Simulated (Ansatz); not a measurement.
Basis-set series for C6H6O2, SMILES `Oc1ccccc1O`. Charge 0, multiplicity 1. Geometry: relaxed with PBE0-D4/def2-TZVP. It is one conformer, not always the lowest.

```json
{"functional": "PBE0-D4", "basis": "def2-TZVPP", "functions": "332", "energy (Eh)": "-382.42594", "HOMO (eV)": "-6.20", "LUMO (eV)": "-0.05"}
{"functional": "PBE0-D4", "basis": "def2-QZVPP", "functions": "636", "energy (Eh)": "-382.44636", "HOMO (eV)": "-6.24", "LUMO (eV)": "-0.13"}
{"functional": "ωB97M-V", "basis": "def2-TZVPP", "functions": "332", "energy (Eh)": "-382.71634", "HOMO (eV)": "-8.27", "LUMO (eV)": "1.94"}
{"functional": "ωB97M-V", "basis": "def2-QZVPP", "functions": "636", "energy (Eh)": "-382.73555", "HOMO (eV)": "-8.31", "LUMO (eV)": "1.44"}
```

Q: Give the rows for def2-SVP. (Best estimate.)

A: The calculation gave: 
```
functional     basis  functions  energy (Eh)  HOMO (eV)  LUMO (eV)
   PBE0-D4  def2-SVP        142   -381.99800      -6.08       0.14
   ωB97M-V  def2-SVP        142   -382.27434      -8.13       2.22
```

Positive LUMOs are unbound and depend on the basis.

All numbers were calculated with Ansatz.
